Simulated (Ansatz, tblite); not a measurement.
Forces on Al2S3 at its PBE-D4/def2-SVP geometry. The state is a singlet with charge 0.

The xTB rows come from tblite. The structure comes from a short search, and lower isomers may exist.

GFN1-xTB (tblite), largest force 0.80 eV/Å:

```xyz
5
positions Å, forces eV/Å
Al   -0.245    0.394   -1.566    0.147    0.215    0.142
Al    0.469    0.057    1.563    0.082    0.246   -0.144
S    -1.185   -0.678   -2.998    0.090    0.116    0.115
S     0.773    1.552   -0.009   -0.357   -0.717    0.004
S     0.187   -1.325    3.010    0.038    0.141   -0.116
```

GFN2-xTB (tblite), largest force 1.07 eV/Å:

```
Al 0.344 0.359 0.585
Al 0.076 0.486 -0.590
S -0.492 -0.540 -0.786
S 0.202 0.406 -0.002
S -0.131 -0.710 0.794
```

PBE-D4/def2-TZVP (Ansatz), largest force 0.12 eV/Å:

```
Al -0.014 -0.030 0.003
Al -0.015 -0.029 -0.003
S 0.056 0.068 0.078
S -0.047 -0.094 0.001
S 0.020 0.085 -0.079
```
